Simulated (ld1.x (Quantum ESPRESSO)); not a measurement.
Plane-wave convergence, RRKJ potential for palladium

ld1.x (Quantum ESPRESSO) 7.5 input, shortened:

```
&input
   title='Pd', zed=46., rel=2, dft='PZ', iswitch=3,
   config='[Kr] 4d8 5s0 5p0', rel_dist='average'
 /
 &inputp
   pseudotype=2, tm=.false., rho0=0.001, lloc=2,
   nlcc=.true.
 /
3
4S  1  0   2.00   0.00  1.10  1.10  0.0
4P  2  1   6.00   0.00  2.52  2.52  0.0
4D  3  2   8.00   0.00  1.20  1.20  0.0
 &test
   configts(1)='4s2 4p6 4d8 5s0 5p0'
 /
```

Open shells are filled in proportion to 2j + 1 (rel_dist='average').

The pseudo-atom Hamiltonian at the reference potential is diagonalised in spherical Bessel functions j_l(qr) that vanish at 20 bohr, with q² up to the cutoff. All-electron valence levels (Ry): 4s -8.1208, 5s -1.5127, 4p1/2 -5.8317, 5p1/2 -1.0678, 4p3/2 -5.4953, 5p3/2 -1.0348, 4d3/2 -2.0500, 4d5/2 -2.0109.

Task: How do the lowest levels (Ry) of each channel move with the cutoff, and are there ghosts?

Result:

```tsv
cutoff (Ry)	s #1	s #2	p1/2 #1	p1/2 #2	p1/2 #3	p3/2 #1	p3/2 #2	p3/2 #3	d3/2 #1	d5/2 #1	d5/2 #2	f #1	Σ f·Δε (mRy)
8	-6.4948	-1.2799	-4.2036	-0.8419	-0.3616	-4.1493	-0.8352	-0.3599	-1.0011	-1.0011	-0.3750	-0.2816	20094.2
21	-7.0116	-1.3414	-5.8274	-0.9696	-0.3922	-5.4918	-0.9598	-0.3906	-1.6295	-1.6295	-0.4638	-0.2830	5416.0
40	-7.8955	-1.4708	-5.8317	-0.9712	-0.3928	-5.4953	-0.9602	-0.3907	-1.9698	-1.9698	-0.4994	-0.2834	903.7
70	-8.1029	-1.5076	-5.8317	-0.9712	-0.3928	-5.4953	-0.9602	-0.3907	-2.0251	-2.0251	-0.5052	-0.2834	46.3
110	-8.1121	-1.5090	-5.8317	-0.9712	-0.3928	-5.4953	-0.9602	-0.3907	-2.0263	-2.0263	-0.5053	-0.2834	18.1
200	-8.1207	-1.5105	-5.8317	-0.9712	-0.3928	-5.4953	-0.9602	-0.3907	-2.0263	-2.0263	-0.5053	-0.2834	0.4
400	-8.1209	-1.5105	-5.8317	-0.9712	-0.3928	-5.4953	-0.9602	-0.3907	-2.0263	-2.0263	-0.5053	-0.2834	0.0
```

Result: no extra level below or beside the all-electron valence levels (s, p1/2, p3/2, d3/2, d5/2, f tested); 10 mRy is reached at 140 Ry and 1 mRy at 160 Ry.

The potential misses its own reference levels by up to 0.3 eV. Its largest configuration-test error is -308 meV.
